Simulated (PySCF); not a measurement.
# Electron correlation in F²⁺ (fluorine, charge +2)

[He] 2s1 2p4, high-spin 4P determinant (an excited configuration). Computed with PySCF 2.14 in x2c-TZVPPall, with scalar relativity by spin-free X2C-1e. Frozen: 1s2; 5 electrons correlated.

```csv
level,correlation energy (mhartree)
CCSD,-110.84
(T),-1.24
CCSD(T),-112.08
CCSDT,-112.28
```

Diagnostics: T1 = 0.0030, D1 = 0.0055, largest double amplitude 0.058.

Is a single reference adequate?

Yes: T1 lies below 0.03 and no double amplitude reaches 0.07.
